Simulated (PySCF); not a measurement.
**Correlation energy of Co²⁺ (cobalt, charge +2)**

[Ar] 3d7, high-spin 4F determinant. Calculation: PySCF 2.14, in ANO-RCC-VTZP (6s5p3d2f1g, 59 functions); scalar relativity by spin-free X2C-1e. Frozen: [Ne]; 15 electrons correlated.

MP2 pair energies summed by pair of shells (mhartree):

```json
{"pair": "3p-3d", "energy": "-185.44", "share (%)": "39.8"}
{"pair": "3d-3d", "energy": "-178.06", "share (%)": "38.2"}
{"pair": "3p-3p", "energy": "-59.71", "share (%)": "12.8"}
{"pair": "3s-3d", "energy": "-20.74", "share (%)": "4.5"}
{"pair": "3s-3p", "energy": "-18.99", "share (%)": "4.1"}
{"pair": "3s-3s", "energy": "-2.97", "share (%)": "0.6"}
```

Total MP2 correlation energy: -465.89 mhartree.

Same-spin part -158.41 and opposite-spin part -307.48 mhartree; SCS-MP2 scales them by 1/3 and 6/5 to -421.78 mhartree.
